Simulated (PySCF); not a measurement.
# Potential energy of SbS⁺ along the bond

Set-up: PySCF, spin-free X2C with a Gaussian nucleus, basis sets Sb x2c-SVPall, S x2c-SVPall. Energies in eV from Sb⁺ + S in their ground configurations at the same level. All curves are PBE0. state 1: triplet, unpaired electrons π ↑↑, a mixture of terms (⟨Lz²⟩ = 2.0), a second solution, started from another occupation; state 2: triplet, unpaired electrons π ↑↑, a mixture of terms (⟨Lz²⟩ = 2.0), a second solution, started from another occupation; state 3: Ms = 0 determinant of mixed spin (⟨S²⟩ near 1.0), unpaired electrons π ↑↓, a mixture of terms (⟨Lz²⟩ = 2.0), a second solution, started from another occupation.

```
R (Å)  state 1  state 2  state 3
1.856    1.592    2.128    2.237
1.942   -0.167    0.351    0.460
2.029   -1.354   -0.853   -0.747
2.093   -1.962   -1.475   -1.370
2.158   -2.383   -1.908   -1.805
2.223   -2.656   -2.195   -2.093
2.309   -2.846   -2.401   -2.303
2.417   -2.879   -2.455   -2.362
2.546   -2.725   -2.326   -2.241
2.719   -2.342   -1.969   -1.898
```

Task: Put a parabola through the three lowest points of the state 1 curve and estimate Re, k and ωe (reduced mass 25.29 u; 1 eV/Å² = 0.16022 mdyn/Å; ωe = 1302.8·√(k/μ) cm⁻¹).

Result: Through R = 2.309, 2.417, 2.546 Å the second-order coefficient is 6.33 eV/Å², so Re ≈ 2.387 Å, k ≈ 2.03 mdyn/Å and ωe ≈ 369 cm⁻¹. A polynomial fit of higher order to the unrounded PBE0 energies gives Re = 2.381 Å, k = 2.38 mdyn/Å, ωe = 399 cm⁻¹; anharmonicity and rounding make the difference.

The higher-order fit for each curve: state 1: Re = 2.381 Å, ωe = 399 cm⁻¹, minimum 2.89 eV below the ground-state fragments; state 2: Re = 2.395 Å, ωe = 389 cm⁻¹, minimum 2.46 eV below the ground-state fragments; state 3: Re = 2.398 Å, ωe = 385 cm⁻¹, minimum 2.36 eV below the ground-state fragments.

These are scalar-relativistic numbers at best; spin–orbit coupling would shift them, the dissociation energy most. For an ion De counts to the pair picked by the measured ionisation energies or electron affinities, which need not be the lowest pair at this level.
